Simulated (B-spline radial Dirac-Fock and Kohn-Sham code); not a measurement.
Pt²⁹⁺: scattering cross sections and density moments

System: Pt²⁹⁺, configuration [Kr] 4d10 4f3.

The run's input, task.json:

```json
{"items": [{
  "Z": 78,
  "q": 29,
  "cfg": [[1, 0, 2], [2, 0, 2], [2, 1, 6], [3, 0, 2], [3, 1, 6], [3, 2, 10], [4, 0, 2], [4, 1, 6], [4, 2, 10], [4, 3, 3]],
  "A": 195,
  "rrms": 5.427,
  "do": ["scatter"],
  "s": [0.0, 0.05, 0.06, 0.08, 0.1, 0.13, 0.16, 0.2, 0.26, 0.32, 0.41, 0.51, 0.64, 0.81, 1.02, 1.28, 1.61, 2.03, 2.55, 3.21, 4.03, 5.07, 6.38],
  "pz": [0, 0.1, 0.2, 0.3, 0.4, 0.5, 0.6, 0.8, 1.0, 1.2, 1.4, 1.6, 1.8, 2.0, 2.5, 3.0, 4.0, 5.0, 7.0, 10.0, 15.0, 20.0, 30.0, 40.0, 60.0, 100.0],
  "hv_scatter": [2000, 5000, 8047.8, 10000, 17479.3, 20000, 100000, 1000000]
}]}
```

Command: `python xray_run.py task.json out`

Method: Dirac-Fock densities. Computed with an atomic code on a B-spline grid.

```
Sum of ⟨r⟩                          : 12.46 bohr
Sum of ⟨r²⟩                         : 4.824 bohr²
Sum of ⟨1/r⟩                        : 557.08 per bohr
Langevin diamagnetic susceptibility : -3.82 × 10⁻⁶ cm³/mol
Lamb shielding (α²/3)Σ⟨1/r⟩         : 9888 ppm
```

Coherent scattering is the Thomson cross section weighted by f₀², without anomalous dispersion; incoherent scattering is Klein-Nishina weighted by S. The Lamb formula is the non-relativistic shielding expression. Electron correlation is left out. A dash stands where the photon energy is too low for the impulse approximation behind that column.

| hν (keV) | coherent (b) | incoherent (b) | incoherent per electron (b) |
| --- | --- | --- | --- |
| 2 | 1568 | – | – |
| 5 | 1427 | – | – |
| 8.0478 | 1218 | 2.968 | 0.0606 |
| 10 | 1077 | 4.102 | 0.0837 |
| 17.4793 | 660.6 | 8.071 | 0.165 |
| 20 | 570.6 | 9.207 | 0.188 |
| 100 | 58.24 | 18.78 | 0.383 |
| 1000 | 0.8283 | 10.20 | 0.208 |

Incoherent scattering overtakes coherent scattering between 100 and 1000 keV.
